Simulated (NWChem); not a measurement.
System: C2H3FO2Si; SMILES C=C1O[SiH](F)O1

Input file for NWChem:

```
start job
memory heap 200 mb stack 900 mb global 1100 mb
geometry units angstroms noautoz
  C     -0.361912    -2.480014     0.000000
  C     -0.067124    -1.176085     0.000000
  O      0.127233    -0.342304     1.104872
  Si     0.429602     0.919151     0.000000
  F     -0.668121     2.107057     0.000000
  O      0.127233    -0.342304    -1.104872
  H     -0.482133    -3.007259     0.953362
  H     -0.482133    -3.007259    -0.953362
  H      1.765036     1.561756     0.000000
end
basis spherical
  * library def2-svp
end
dft
  xc pw6b95
  iterations 150
  mulliken
end
task dft energy
```

NWChem printed, in part:

```
             Northwest Computational Chemistry Package (NWChem) 7.3.0
             --------------------------------------------------------

 CS  symmetry detected

                             Geometry "geometry" -> ""
                             -------------------------

 Output coordinates in angstroms (scale by  1.889725989 to convert to a.u.)

  No.       Tag          Charge          X              Y              Z
 ---- ---------------- ---------- -------------- -------------- --------------
    1 C                    6.0000    -0.36209766     2.48006359     0.00000000
    2 C                    6.0000    -0.06977963     1.17557865     0.00000000
    3 O                    8.0000     0.12299797     0.34143106     1.10487200
    4 Si                  14.0000     0.42297742    -0.92059432     0.00000000
    5 F                    9.0000    -0.67699332    -2.10641927     0.00000000
    6 O                    8.0000     0.12299797     0.34143106    -1.10487200
    7 H                    1.0000    -0.48131992     3.00753533     0.95336200
    8 H                    1.0000    -0.48131992     3.00753533    -0.95336200
    9 H                    1.0000     1.75719203    -1.56572727     0.00000000

 Effective nuclear repulsion energy (a.u.)     304.6660317951

      Symmetry information
      --------------------

 Group name             Cs
 Group number              2
 Group order               2
 No. of unique centers     7

                                 NWChem DFT Module
                                 -----------------

 Summary of "ao basis" -> "ao basis" (spherical)
 ------------------------------------------------------------------------------
       Tag                 Description            Shells   Functions and Types
 ---------------- ------------------------------  ------  ---------------------
 C                          def2-svp                 6       14   3s2p1d
 O                          def2-svp                 6       14   3s2p1d
 Si                         def2-svp                 8       18   4s3p1d
 F                          def2-svp                 6       14   3s2p1d
 H                          def2-svp                 3        5   2s1p

      Symmetry analysis of basis
      --------------------------

        a'         66
        a"         37

            General Information
            -------------------
          SCF calculation type: DFT
          Wavefunction type:  closed shell.
          No. of atoms     :     9
          No. of electrons :    54
           Alpha electrons :    27
            Beta electrons :    27
          Charge           :     0
          Spin multiplicity:     1
          Use of symmetry is: on ; symmetry adaption is: on
          Maximum number of iterations: 150
          AO basis - number of functions:   103
                     number of shells:    47
          Convergence on energy requested:  1.00D-06
          Convergence on density requested:  1.00D-05
          Convergence on gradient requested:  5.00D-04

              XC Information
              --------------
                       PW6B95 Method XC Functional
                     Hartree-Fock (Exact) Exchange  0.280
                    PW6B95 GGA Exchange Functional  0.720
                      PW6B95 Correlation Potential  1.000

             Grid Information
             ----------------
          Grid used for XC integration:  medium
          Radial quadrature: Mura-Knowles
          Angular quadrature: Lebedev.
          Tag              B.-S. Rad. Rad. Pts. Rad. Cut. Ang. Pts.
          ---              ---------- --------- --------- ---------
          C                   0.70       49          11.0       434
          O                   0.60       49          10.0       434
          Si                  1.10       88          11.0       590
          F                   0.50       49          13.0       434
          H                   0.35       45          12.0       434
          Grid pruning is: on
          Number of quadrature shells:   374
          Spatial weights used:  Erf1

      Superposition of Atomic Density Guess
      -------------------------------------

 Sum of atomic energies:        -614.16082153

      Non-variational initial energy
      ------------------------------

 Total energy =    -616.590932
 1-e energy   =   -1454.300437
 2-e energy   =     533.043473
 HOMO         =      -0.268211
 LUMO         =       0.068061

      Symmetry analysis of molecular orbitals - initial
      -------------------------------------------------

  Numbering of irreducible representations:

     1 a'          2 a"

  Orbital symmetries:

     1 a'          2 a'          3 a'          4 a"          5 a'
     6 a'          7 a'          8 a'          9 a'         10 a"
    11 a'         12 a'         13 a"         14 a'         15 a'
    16 a'         17 a"         18 a'         19 a'         20 a"
    21 a'         22 a'         23 a"         24 a"         25 a"
    26 a'         27 a'         28 a"         29 a'         30 a'
    31 a'         32 a'         33 a"         34 a'         35 a'
    36 a"         37 a'

     ---------------------------------------------
      Total Density - Mulliken Population Analysis
     ---------------------------------------------

    Atom       Charge   Shell Charges
 -----------   ------   -------------------------------------------------------
    1 C    6     6.51   1.99  0.96  0.27  2.14  1.12  0.02
    2 C    6     5.19   1.99  0.90  0.15  1.50  0.55  0.10
    3 O    8     8.74   1.99  1.11  0.72  2.99  1.93  0.01
    4 Si  14    12.45   2.00  1.99  0.82  0.19  5.93  0.78  0.41  0.32
    5 F    9     9.56   1.99  1.14  0.78  3.50  2.14  0.00
    6 O    8     8.74   1.99  1.11  0.72  2.99  1.93  0.01
    7 H    1     0.88   0.65  0.20  0.03
    8 H    1     0.88   0.65  0.20  0.03
    9 H    1     1.05   0.66  0.38  0.01

   convergence    iter        energy       DeltaE   RMS-Dens  Diis-err
 ---------------- ----- ----------------- --------- --------- ---------
 d= 0,ls=0.0,diis     1   -618.0228669925 -9.23D+02  1.71D-02  1.15D+00
 d= 0,ls=0.0,diis     2   -617.9522208771  7.06D-02  8.85D-03  2.21D+00
 d= 0,ls=0.0,diis     3   -618.1680623453 -2.16D-01  1.54D-03  2.32D-02
 d= 0,ls=0.0,diis     4   -618.1697880656 -1.73D-03  6.47D-04  8.40D-03
 d= 0,ls=0.0,diis     5   -618.1706396955 -8.52D-04  1.93D-04  8.82D-04
  Resetting Diis
 d= 0,ls=0.0,diis     6   -618.1707297874 -9.01D-05  3.53D-05  1.25D-05
 d= 0,ls=0.0,diis     7   -618.1707314190 -1.63D-06  1.42D-05  1.05D-06
 d= 0,ls=0.0,diis     8   -618.1707313345  8.46D-08  7.77D-06  2.05D-06

         Total DFT energy =     -618.170731334464
      One electron energy =    -1457.064280118933
           Coulomb energy =      595.467567794717
    Exchange-Corr. energy =      -61.240050805301
 Nuclear repulsion energy =      304.666031795053

 Numeric. integr. density =       53.999992868542

                  Occupations of the irreducible representations
                  ----------------------------------------------

                     irrep           alpha         beta
                     --------     --------     --------
                     a'               19.0         19.0
                     a"                8.0          8.0

                       DFT Final Molecular Orbital Analysis
                       ------------------------------------

 Vector   25  Occ=2.000000D+00  E=-3.747971D-01  Symmetry=a"
              MO Center=  9.9D-02,  3.6D-01,  1.5D-14, r^2= 2.1D+00
   Bfn.  Coefficient  Atom+Function         Bfn.  Coefficient  Atom+Function
  ----- ------------  ---------------      ----- ------------  ---------------
    34      0.432261  3 O  pz                80      0.432261  6 O  pz
    37      0.307247  3 O  pz                83      0.307247  6 O  pz
    52     -0.139823  4 Si pz                20     -0.131237  2 C  pz
    33      0.119517  3 O  py                79     -0.119517  6 O  py
    23      0.099290  2 C  pz                30      0.088693  3 O  s

 Vector   26  Occ=2.000000D+00  E=-3.675232D-01  Symmetry=a"
              MO Center=  1.4D-01,  3.1D-01,  2.6D-14, r^2= 1.8D+00
   Bfn.  Coefficient  Atom+Function         Bfn.  Coefficient  Atom+Function
  ----- ------------  ---------------      ----- ------------  ---------------
    32      0.435037  3 O  px                78     -0.435037  6 O  px
    35      0.331539  3 O  px                81     -0.331539  6 O  px
    33      0.128224  3 O  py                79     -0.128224  6 O  py
    36      0.094341  3 O  py                82     -0.094341  6 O  py
    66     -0.071841  5 F  pz                59     -0.068013  4 Si d  1

 Vector   27  Occ=2.000000D+00  E=-2.565857D-01  Symmetry=a'
              MO Center= -1.8D-01,  1.7D+00,  5.0D-15, r^2= 2.3D+00
   Bfn.  Coefficient  Atom+Function         Bfn.  Coefficient  Atom+Function
  ----- ------------  ---------------      ----- ------------  ---------------
     4      0.426534  1 C  px                18      0.320545  2 C  px
     7      0.316710  1 C  px                32     -0.213198  3 O  px
    78     -0.213198  6 O  px                21      0.179529  2 C  px
    35     -0.168703  3 O  px                81     -0.168703  6 O  px
    53     -0.128451  4 Si px               100      0.102299  9 H  s

 Vector   28  Occ=0.000000D+00  E= 4.744027D-04  Symmetry=a"
              MO Center=  5.0D-01, -9.7D-01, -5.9D-14, r^2= 3.3D+00
   Bfn.  Coefficient  Atom+Function         Bfn.  Coefficient  Atom+Function
  ----- ------------  ---------------      ----- ------------  ---------------
    55      0.905596  4 Si pz                31     -0.375787  3 O  s
    77      0.375787  6 O  s                 52      0.349747  4 Si pz
    66      0.195819  5 F  pz                69     -0.195692  5 F  pz
    20      0.189172  2 C  pz                49     -0.173120  4 Si pz
    90     -0.168581  7 H  s                 95      0.168581  8 H  s

 Vector   29  Occ=0.000000D+00  E= 2.872666D-02  Symmetry=a'
              MO Center=  2.7D-01, -7.6D-01,  2.1D-14, r^2= 4.7D+00
   Bfn.  Coefficient  Atom+Function         Bfn.  Coefficient  Atom+Function
  ----- ------------  ---------------      ----- ------------  ---------------
    46      0.968196  4 Si s                100     -0.699218  9 H  s
    54     -0.633531  4 Si py                63     -0.486962  5 F  s
    45      0.314422  4 Si s                 21      0.295542  2 C  px
     7     -0.276443  1 C  px                18      0.258536  2 C  px
    17      0.228097  2 C  s                 44      0.222348  4 Si s

 Vector   30  Occ=0.000000D+00  E= 4.204281D-02  Symmetry=a'
              MO Center=  1.4D-01,  8.7D-01,  3.2D-14, r^2= 4.5D+00
   Bfn.  Coefficient  Atom+Function         Bfn.  Coefficient  Atom+Function
  ----- ------------  ---------------      ----- ------------  ---------------
    46      0.915235  4 Si s                100     -0.790216  9 H  s
    21     -0.558380  2 C  px                 7      0.521941  1 C  px
    18     -0.450474  2 C  px                53      0.343573  4 Si px
     4      0.302718  1 C  px                45      0.234450  4 Si s
    31     -0.194254  3 O  s                 77     -0.194254  6 O  s

     ---------------------------------------------
      Total Density - Mulliken Population Analysis
     ---------------------------------------------

    Atom       Charge   Shell Charges
 -----------   ------   -------------------------------------------------------
    1 C    6     6.12   1.99  0.88  0.24  2.11  0.89  0.02
    2 C    6     5.64   1.99  0.93  0.09  1.97  0.56  0.11
    3 O    8     8.43   1.99  1.09  0.74  2.86  1.73  0.01
    4 Si  14    13.08   2.00  1.98  0.96  0.08  5.93  1.13  0.47  0.52
    5 F    9     9.31   1.99  1.13  0.79  3.36  2.04  0.01
    6 O    8     8.43   1.99  1.09  0.74  2.86  1.73  0.01
    7 H    1     0.96   0.74  0.20  0.02
    8 H    1     0.96   0.74  0.20  0.02
    9 H    1     1.07   0.74  0.32  0.01

     -------------------------------------------
      Total Density - Lowdin Population Analysis
     -------------------------------------------

    Atom       Charge   Shell Charges
 -----------   ------   -------------------------------------------------------
    1 C    6     6.15   1.97  0.59  0.32  1.92  1.29  0.06
    2 C    6     5.89   1.96  0.61  0.27  1.79  1.03  0.23
    3 O    8     8.24   1.97  0.94  0.62  2.72  1.97  0.02
    4 Si  14    13.32   2.00  1.92  0.61  0.29  5.81  1.15  0.75  0.78
    5 F    9     9.18   1.98  1.02  0.76  3.22  2.20  0.01
    6 O    8     8.24   1.97  0.94  0.62  2.72  1.97  0.02
    7 H    1     0.96   0.62  0.27  0.07
    8 H    1     0.96   0.62  0.27  0.07
    9 H    1     1.08   0.64  0.41  0.03

     Multipole analysis of the density
     ---------------------------------

     L   x y z        total         alpha         beta         nuclear
     -   - - -        -----         -----         ----         -------
     0   0 0 0     -0.000000    -27.000000    -27.000000     54.000000

     1   1 0 0      0.548868      0.274434      0.274434      0.000000
     1   0 1 0     -0.303610     -0.151805     -0.151805      0.000000
     1   0 0 1      0.000000      0.000000      0.000000      0.000000

     2   2 0 0    -29.700498    -34.917201    -34.917201     40.133904
     2   1 1 0     -2.583793      4.907568      4.907568    -12.398929
     2   1 0 1     -0.000000     -0.000000     -0.000000      0.000000
     2   0 2 0    -28.580741   -227.485373   -227.485373    426.390005
     2   0 1 1      0.000000      0.000000      0.000000      0.000000
     2   0 0 2    -31.048316    -53.644685    -53.644685     76.241053
```

Level: PW6B95/def2-SVP. Structure relaxed at the PBE-D3(BJ)/def2-SVP level.
